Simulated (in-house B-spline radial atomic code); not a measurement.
Ionising Al⁷⁺ with different functionals

Computed with an all-electron radial atomic-structure program (B-spline basis): scalar-relativistic (spin-free X2C) Hamiltonian, Fermi nucleus of rms radius 3.061 fm, spin-polarised at highest spin, spherical fractional occupations for the functionals, the average over the highest-spin determinants for Hartree-Fock. The ionisation energy is the difference of two self-consistent energies, [He] 2s2 2p2 → [He] 2s2 2p1, without Breit or QED terms; ε is the level of the shell that loses the electron (its least bound occupied spin orbital).

Hybrids are left out here: with spherical fractional occupations of an open shell their exact exchange keeps a self-interaction that integer-occupation calculations don't have.

```csv
method,rung,ΔSCF (eV),-ε(2p) (eV)
Hartree-Fock,Hartree-Fock,284.84,285.93
LDA VWN5,LDA,285.56,263.67
LDA PW92,LDA,285.55,263.66
LDA exchange-only,LDA,283.74,261.93
PBE,GGA,285.74,263.86
PBEsol,GGA,?,?
BLYP,GGA,286.02,264.03
RPBE,GGA,285.65,263.81
PW91,GGA,286.05,264.15
BP86,GGA,285.80,263.91
AM05,GGA,285.28,263.46
OLYP,GGA,286.34,264.62
TPSS,meta-GGA,?,?
SCAN,meta-GGA,286.77,265.57
r2SCAN,meta-GGA,286.63,265.40
revTPSS,meta-GGA,285.60,263.91
```

Task: What does PBEsol give?

Result: ΔSCF 285.39 eV, and -ε(2p) = 263.55 eV.

Task: What does TPSS give?

Result: ΔSCF 286.01 eV, and -ε(2p) = 264.27 eV.

Task: How do they compare with the NIST value?

Result: NIST lists 284.64 eV ± 0.07 (semi-empirical, ground level to ground level). Errors run from -0.90 to +2.13 eV; Hartree-Fock is closest (+0.20 eV), but part of that can be cancellation, since the calculations leave out spin-orbit coupling, Breit-QED terms, multiplet and fine-structure energies. Hartree-Fock also lacks correlation.
